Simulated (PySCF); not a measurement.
PySCF 2.14 output of an unrestricted r2SCAN calculation on a single atom or ion in aug-cc-pVDZ-DK (7s6p4d2f, 59 functions), with the spin-free X2C one-electron Hamiltonian (Gaussian nucleus):

```
SCF conv_tol = 1e-09
number electrons alpha = 14  beta = 11
    J. W. Furness, A. D. Kaplan, J. Ning, J. P. Perdew, and J. Sun.,  J. Phys. Chem. Lett. 11, 8208-8215 (2020)
    J. W. Furness, A. D. Kaplan, J. Ning, J. P. Perdew, and J. Sun.,  J. Phys. Chem. Lett. 11, 9248-9248 (2020)
    J. W. Furness, A. D. Kaplan, J. Ning, J. P. Perdew, and J. Sun.,  J. Phys. Chem. Lett. 11, 8208-8215 (2020)
    J. W. Furness, A. D. Kaplan, J. Ning, J. P. Perdew, and J. Sun.,  J. Phys. Chem. Lett. 11, 9248-9248 (2020)
cycle= 1 E= -1518.26863897966  delta_E= -0.00317  |g|= 0.0464  |ddm|= 0.0783
cycle= 2 E= -1518.2685617433  delta_E= 7.72e-05  |g|= 0.0504  |ddm|= 0.0855
cycle= 3 E= -1518.26902665441  delta_E= -0.000465  |g|= 0.000653  |ddm|= 0.0443
cycle= 4 E= -1518.2690267756  delta_E= -1.21e-07  |g|= 4.22e-05  |ddm|= 0.000976
cycle= 5 E= -1518.26902677623  delta_E= -6.32e-10  |g|= 1.06e-06  |ddm|= 7.05e-05
converged SCF energy = -1518.26902677623  <S^2> = 3.7511599  2S+1 = 4.0005799
```

The run itself started from symmetry-adapted Hartree-Fock orbitals and held the occupation by maximum overlap, on a logarithmic radial grid, so the iterations belong to that start.

Which element, charge and spin multiplicity is this?

Ni³⁺ (nickel, charge +3), multiplicity 4; the state was [Ar] 3d7, high-spin 4F determinant.
